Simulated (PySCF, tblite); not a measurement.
Compound: C5H11OPS.
Atom-mapped SMILES: `[OH:1][CH2:2][P:3]1[CH2:4][CH2:5][S:6][CH2:7][CH2:8]1` (hydrogens: H9 on O1; H10, H11 on C2; H12, H13 on C4; H14, H15 on C5; H16, H17 on C7; H18, H19 on C8)

Cartesian coordinates in Å at the GFN2-xTB level; atoms count from 1:
```xyz
19
C5H11OPS angstrom
O      3.0090   -1.1108   -0.1189
C      2.2341    0.0161   -0.4406
P      0.6965    0.0950    0.6281
C     -0.1796    1.4633   -0.2873
C     -1.6532    1.4972    0.0840
S     -2.5703    0.0894   -0.6182
C     -1.7018   -1.2705    0.2279
C     -0.2301   -1.3245   -0.1451
H      3.2893   -1.0477    0.8013
H      2.8055    0.9484   -0.3119
H      1.9666   -0.0866   -1.4969
H     -0.0677    1.3314   -1.3679
H      0.2872    2.4113   -0.0021
H     -2.1419    2.3820   -0.3248
H     -1.7908    1.4812    1.1671
H     -2.2226   -2.1747   -0.0875
H     -1.8382   -1.1353    1.3029
H      0.2110   -2.2529    0.2305
H     -0.1129   -1.3031   -1.2329
```

Method used: PBE0/pcSseg-1 in PySCF (dipole) on a GFN2-xTB geometry, gas phase.

Masses are those of the commonest isotopes; rigid-rotor values at the optimised geometry. The values belong to one conformer with, in the numbering `[OH:1][CH2:2][P:3]1[CH2:4][CH2:5][S:6][CH2:7][CH2:8]1`, H–O1–C2–P3 -61°, O1–C2–P3–C4 -170°, C2–P3–C4–C5 163°, P3–C4–C5–S6 -72°, C4–C5–S6–C7 62°, C5–S6–C7–C8 -62°.

(1) Give the principal moments of inertia and the rotational constants in GHz.

(2) What kind of rotor is it?

(3) What does the inertial defect say?

(4) Give the other two planar moments, Paa and Pbb, and the rms extents of the mass along the axes.

(5) Predict some low-J microwave lines.

(6) Estimate the classical rotational partition function at 10 K, 200 K and 298.15 K.

Answers

(1) Ia = 168.51, Ib = 580.79, Ic = 678.39 u·Å²; 505379 MHz·u·Å²/I gives 2999, 870.2 and 745.0 MHz, that is A = 2.9991, B = 0.8702, C = 0.7450 GHz.

(2) An asymmetric top. Ray's parameter κ = (2B − A − C)/(A − C) = -0.889; −1 is the prolate and +1 the oblate limit.

(3) Not planar: Δ = Ic − Ia − Ib = -70.92 u·Å². For a rigid frame Δ = −2 Σ m c², so Σ m c² = 35.46 u·Å² lies off the ab plane: 10.30 from hydrogen and 25.16 from heavier atoms. The atom farthest from that plane is 1.58 Å away.

(4) Paa = Σ m a² = (Ib + Ic − Ia)/2 = 545.33 and Pbb = Σ m b² = (Ia + Ic − Ib)/2 = 133.05 u·Å². With the mass M = 150.03 u, the rms extents √(P/M) along a, b and c are 1.91, 0.94, 0.49 Å.

(5) The dipole components are |μa| = 0.74 D, |μb| = 1.16 D, |μc| = 0.76 D. Intensities carry the squares of the components, which stand as 0.41 : 1.00 : 0.43 (a : b : c). Some lines, for components of 0.1 D or more:

```json
{"type": "a", "branch": "Q", "J(Ka,Kc)": "2(1,1) ← 2(1,2)", "MHz": "376", "lower level (cm⁻¹)": "0.228"}
{"type": "b", "branch": "R", "J(Ka,Kc)": "2(0,2) ← 1(1,1)", "MHz": "1096", "lower level (cm⁻¹)": "0.125"}
{"type": "b", "branch": "Q", "J(Ka,Kc)": "2(1,1) ← 2(0,2)", "MHz": "2385", "lower level (cm⁻¹)": "0.161"}
{"type": "a", "branch": "R", "J(Ka,Kc)": "2(1,2) ← 1(1,1)", "MHz": "3105", "lower level (cm⁻¹)": "0.125"}
{"type": "a", "branch": "R", "J(Ka,Kc)": "2(1,1) ← 1(1,0)", "MHz": "3355", "lower level (cm⁻¹)": "0.129"}
{"type": "b", "branch": "R", "J(Ka,Kc)": "1(1,1) ← 0(0,0)", "MHz": "3744", "lower level (cm⁻¹)": "0.000"}
{"type": "b", "branch": "Q", "J(Ka,Kc)": "2(2,0) ← 2(1,1)", "MHz": "6392", "lower level (cm⁻¹)": "0.241"}
{"type": "b", "branch": "Q", "J(Ka,Kc)": "2(2,1) ← 2(1,2)", "MHz": "6762", "lower level (cm⁻¹)": "0.228"}
{"type": "b", "branch": "R", "J(Ka,Kc)": "2(2,1) ← 1(1,0)", "MHz": "9742", "lower level (cm⁻¹)": "0.129"}
{"type": "c", "branch": "R", "J(Ka,Kc)": "2(2,0) ← 1(1,0)", "MHz": "9748", "lower level (cm⁻¹)": "0.129"}
{"type": "c", "branch": "R", "J(Ka,Kc)": "2(2,1) ← 1(1,1)", "MHz": "9867", "lower level (cm⁻¹)": "0.125"}
{"type": "b", "branch": "R", "J(Ka,Kc)": "2(2,0) ← 1(1,1)", "MHz": "9873", "lower level (cm⁻¹)": "0.125"}
```

(6) Point group C1, symmetry number σ = 1; q = (√π/σ)·√((kT/h)³/(ABC)), k/h = 20836.6 MHz/K: 3820 at 10 K, 342000 at 200 K, 622000 at 298.15 K.

Its GFN2-xTB frequencies are all real (lowest 61 cm⁻¹). Constants of a rigid frame at the computed geometry: no zero-point averaging, no centrifugal distortion.

Hardware: an Intel Xeon Platinum 8259CL at 2.50 GHz with one thread, no GPU, shared host with 96 logical CPUs at a one-minute load of 110. Cost: 58 s of wall time, 0.93 GiB resident at most. This is the PBE0/pcSseg-1 job that gave the dipole, with the shieldings it also computed.
